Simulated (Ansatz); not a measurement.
A nudged elastic band was laid between two geometries of FGaH$_{4}$SSi (8 atoms, charge 0, multiplicity 1).

Theory: Ansatz 0.2.0, UKS B3LYP-D4/def2-SVP.

```json
{"movable images": "9", "climbing image": "yes", "spring": "5.0 eV/Å²", "optimiser": "quadratic models (default)", "start path": "through a guess of the saddle point", "force threshold": "0.03 eV/Å", "iteration limit": "29", "end points": "relaxed"}
```

Image 0:

```xyz
8
Properties=species:S:1:pos:R:3
F -2.170 -0.067 -0.674
Ga -0.718 0.923 -0.957
Si 0.965 0.060 0.543
S 0.444 -2.037 0.719
H -0.938 2.003 -2.074
H 0.949 0.792 1.847
H 2.353 0.127 0.005
H -0.885 -1.802 0.591
```

Image 10:

```xyz
8
Properties=species:S:1:pos:R:3
F -1.362 -0.551 -1.036
Ga -0.695 1.149 -0.747
Si 1.356 0.907 0.571
S 0.660 -1.454 0.914
H -1.640 2.109 -1.576
H 0.574 1.259 1.838
H 1.508 -2.029 0.029
H -0.402 -1.389 0.008
```

(1) Which bonds break or form, and what moves?

(2) Give the energies along the band, and the barrier.

(3) What is the geometry of the highest image?

The band took 14 iterations and roughly 18 core-minutes.

## Answers

(1) Bonds broken: Si3–H7. Bonds formed: S4–H7.

(2) The run converged. The highest image is number 6 of 0 to 10, 2.32 eV above the first end and 0.81 eV above the last; the last end lies 1.51 eV above the first. Beside the main top the profile has a ripple of under 15 meV (maxima at images 1, 6), which may be a very shallow well or noise. A vibrational analysis at the climbing image gives one clearly imaginary mode, 882i cm⁻¹: a first-order saddle point. The orbitals stay closed-shell, which can raise the energy where a bond breaks towards radicals; this wasn't checked here.

| image | path coordinate (Å) | energy (eV) | Si3–H7 (Å) | S4–H7 (Å) |
| --- | --- | --- | --- | --- |
| 0 | 0.00 | 0.00 | 1.49 | 2.97 |
| 1 | 0.62 | 0.01 | 1.49 | 3.02 |
| 2 | 1.23 | 0.01 | 1.49 | 3.07 |
| 3 | 1.85 | 0.00 | 1.49 | 3.09 |
| 4 | 2.47 | 0.11 | 1.48 | 2.90 |
| 5 | 3.08 | 1.23 | 1.47 | 2.29 |
| 6 | 3.70 | 2.32 | 1.65 | 1.66 |
| 7 | 4.17 | 2.08 | 2.13 | 1.38 |
| 8 | 4.64 | 1.76 | 2.59 | 1.34 |
| 9 | 5.11 | 1.53 | 2.95 | 1.35 |
| 10 | 5.59 | 1.51 | 2.99 | 1.35 |

(3) 
```xyz
8
Properties=species:S:1:pos:R:3:forces:R:3
F -1.469 -0.535 -1.424 0.00 0.00 0.00
Ga -0.774 1.019 -0.872 0.01 0.00 0.01
Si 1.279 0.519 0.283 0.00 0.01 -0.01
S 0.198 -1.596 1.252 -0.01 -0.01 0.01
H -1.629 2.240 -1.367 0.00 0.00 0.00
H 1.277 1.259 1.594 0.00 0.00 0.00
H 1.569 -1.097 0.455 0.00 0.00 0.00
H -0.451 -1.809 0.078 0.00 0.00 0.00
```

Run time: 9 min on 2 threads of Arm Neoverse V2, on a shared host, peak memory 0.34 GiB.
